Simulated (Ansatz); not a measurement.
Reactions of `O[SiH2][AlH][F]`.

Calculated with Ansatz (gas phase, PBE0-D4/def2-TZVP geometries, no zero-point term in ΔE). CBS: MP2 limit from def2 TZ/QZ plus the TZ coupled-cluster correction, frozen cores. This one scheme is used for every species. Open shells (•) are unrestricted, without spin–orbit coupling. For Se outer-core shells are correlated without core-valence functions, which leaves a few kJ/mol of doubt a bond. Scalar relativity is left out up to krypton. One conformer a species, not always the lowest.

Task: Order these by ΔE at CCSD(T)/CBS, lowest first. (An estimate is asked.)
A. `O[SiH2][AlH][F]` + `C=C` → `C=C[SiH2]O` + `[F][AlH2]`
B. `O[SiH2][AlH][F]` → `[F][AlH]`• + `O[SiH2]`•
C. `O[SiH2][AlH][F]` + `F[SiH2][SeH]` → `O[SiH2][SiH2][SeH]` + `[F][AlH][F]`
D. `O[SiH2][AlH][F]` + H₂ → `[F][AlH2]` + `O[SiH3]`
E. `O[SiH2][AlH][F]` + H₂ → `O[SiH2][AlH2]` + H–F
F. `O[SiH2][AlH][F]` → `[OH][Al]([F])[SiH3]`

Result: F (-79.1 kJ/mol), C (-66.1 kJ/mol), D (-27.8 kJ/mol), A (-14.7 kJ/mol), E (+170.3 kJ/mol), B (+298.0 kJ/mol).

Largest T1 diagnostic: 0.016, for `[F][AlH]`•.
